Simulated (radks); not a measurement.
The numbers below are computed, except where a source is named.
Task: These are the eigenvalues of the occupied orbitals of an atom or ion with whole-number occupations (eV). Code: a radial shooting solver on a logarithmic mesh with Libxc functionals. Model: Dirac Kohn-Sham, LB94 model potential, spin-unpolarised, spherical densities, finite nucleus; Fermi nuclear charge, rms radius of each element as measured or else 0.836 A^(1/3) + 0.57 fm.

1s1/2: -22167.71
2s1/2: -3305.234
2p1/2: -3068.379
2p3/2: -2935.804
3s1/2: -685.7008
3p1/2: -592.9919
3p3/2: -570.5992
3d3/2: -406.1321
3d5/2: -401.6950
4s1/2: -191.1829
4p1/2: -162.1181
4p3/2: -158.0614
4d3/2: -112.1012

Which element is it, and in what charge state? The configuration may be excited. Open shells, if any, fill j = l - 1/2 first.

Result: Z = 44, ruthenium, charge +7: Ru7+ in [Kr] 4d1. The list shows which subshells hold electrons but not how many an open one holds; the 1s level, -814.65 hartree, gives Z - s = 40.4 by -(Z - s)^2/2, which with screening and relativity narrows Z to a few neighbours, and the depths of the outer levels then fix element, charge and occupations together.
